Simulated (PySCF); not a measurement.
BiSb: frontier orbitals

TPSSh at R = 2.588 Å; Bi def2-SVP with ECP60, Sb def2-SVP with ECP28; scalar-relativistic core potentials (PySCF 2.14). State: ¹Σ⁺ (singlet), closed shell. Only the outer orbitals are listed, counted within each symmetry, core potentials removing the inner ones.

| orbital | occ. | ε (eV) | on Bi (%) | main shells (%) |
| --- | --- | --- | --- | --- |
| 7σ | 2 | -16.00 | 72 | 70 Bi s, 24 Sb s |
| 8σ | 2 | -12.47 | 30 | 68 Sb s, 25 Bi s |
| 9σ | 2 | -6.38 | 47 | 48 Sb p, 45 Bi p |
| 5π | 2 | -5.84 | 49 | 50 Sb p, 48 Bi p |
| 5π | 2 | -5.84 | 49 | 50 Sb p, 48 Bi p |
| 6π | 0 | -3.11 | 51 | 50 Bi p, 49 Sb p |
| 6π | 0 | -3.11 | 51 | 50 Bi p, 49 Sb p |
| 10σ | 0 | -0.19 | 50 | 52 Bi p, 50 Sb p |

**Question.** Which are the highest filled and the lowest empty level, where do they sit, and how wide is the gap?

**Answer.** Highest filled 5π at -5.84 eV (in %: 50 Sb p, 48 Bi p); lowest empty 6π at -3.11 eV (in %: 50 Bi p, 49 Sb p); the gap at TPSSh is 2.73 eV.

| Property | Result |
| --- | --- |
| bond order (Mayer) | 2.98 |
| ⟨S²⟩ | 0.000 |
| charge on Bi (Mulliken, basis-dependent) | 0.04 |
| charge on Bi (Löwdin, basis-dependent) | 0.04 |
| dipole moment (positive dipole means Bi(−)Sb(+)) | -0.75 D |

Closed-shell solutions of metal pairs were not tested for spin polarisation, which can lower them a little. These are scalar-relativistic numbers at best; spin–orbit coupling would shift them, the dissociation energy most.
